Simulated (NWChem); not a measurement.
Molecule: B-trichloroborazine (B3N3H3Cl3); SMILES ClB1NB(Cl)NB(Cl)N1

Computed with NWChem. Coordinates come from a B3LYP/6-31G* (spherical d) optimisation. Total energies compare along this basis series because the functional is fixed.

```
level              basis functions  energy (Ha)  highest occupied level (eV)  orbital gap (eV)
-----------------  ---------------  -----------  ---------------------------  ----------------
B3LYP/cc-pVDZ                  153   -1621.7024                            …              8.13
B3LYP/aug-cc-pVDZ              246   -1621.7263                        -8.36              7.72
B3LYP/cc-pVTZ                  324   -1621.8230                        -8.30              8.09
```

Some entries are withheld; supply them.


- B3LYP/cc-pVDZ, highest occupied level (eV): -8.10
